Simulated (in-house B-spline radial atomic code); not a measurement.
Response and correlation of Xe6+

Closed shell [Kr] 4d10 5s2. Computed with an all-electron radial atomic-structure program (B-spline basis): Dirac-Hartree-Fock, relativistic RPA (time-dependent Dirac-Hartree-Fock) for the response and second-order many-body perturbation theory for correlation, no-pair Dirac-Coulomb Hamiltonian, finite nucleus.

```
multipole (bohr³, bohr⁵, bohr⁷)  uncoupled  coupled RPA
                         dipole     5.2368       5.2568
                     quadrupole     6.4636            ?
                       octupole     21.997       26.706
```

Q: What is the coupled quadrupole polarisability?

A: 7.7409 atomic units, +20 % against the uncoupled value.

Q: Which subshells carry the dipole polarisability?

A: 5s1/2 95.8 %, 4d5/2 2.6 %, 4d3/2 1.7 %.

Q: What does the dipole shielding factor come to?

A: The dipole shielding factor is 0.889, against the exact N/Z = 48/54 = 0.889 of the non-relativistic theorem.

Dipole polarisability at imaginary frequency:

```tsv
u (Eh)	α(iu) (bohr³)
0	5.257
0.37	4.083
0.926	2.201
1.85	1.174
2.78	0.7958
3.7	0.5858
5.56	0.3527
7.41	0.2353
9.26	0.1687
13	0.09988
18.5	0.0575
27.8	0.03033
37	0.01924
55.6	0.009848
92.6	0.004059
185	0.001128
```

Q: What dispersion coefficients follow for two such ions (the dispersion part alone)?

A: C6 = (3/π)∫α(iu)²du = 17.45 hartree·bohr⁶ and C8 = 168.3 hartree·bohr⁸.

Lowest J = 1 odd-parity excitations:

| energy (eV) | oscillator strength | leading channel | weight |
| --- | --- | --- | --- |
| 10.38 | 0.0216 | 5s1/2 → p1/2 | 0.811 |
| 16.84 | 1.58 | 5s1/2 → p3/2 | 0.786 |
| 48.219 | 0.027 | 5s1/2 → p1/2 | 0.947 |
| 49.264 | 0.0824 | 5s1/2 → p3/2 | 0.944 |
| 63.619 | 0.0183 | 5s1/2 → p1/2 | 0.967 |
| 64.123 | 0.0641 | 5s1/2 → p3/2 | 0.965 |
| 66.157 | 0.00848 | 4d5/2 → p3/2 | 0.484 |
| 67.638 | 0.863 | 4d3/2 → p1/2 | 0.594 |

For an outer ns² shell RPA puts the lowest triplet far too low, and second order misses the ns²-np² near-degeneracy.

Second-order correlation energy by the highest angular momentum of the excited pair (hartree): s -0.0249, p -0.2574, d -0.6732, f -1.207, g -0.3779, h -0.1665, i -0.07604, k -0.03893.

Q: What is the second-order correlation energy at the partial-wave limit?

A: The listed waves sum to -2.8217 hartree; extrapolating the increments as (l + 1/2)⁻⁴ gives -2.9013 hartree, -1.64 eV per electron.
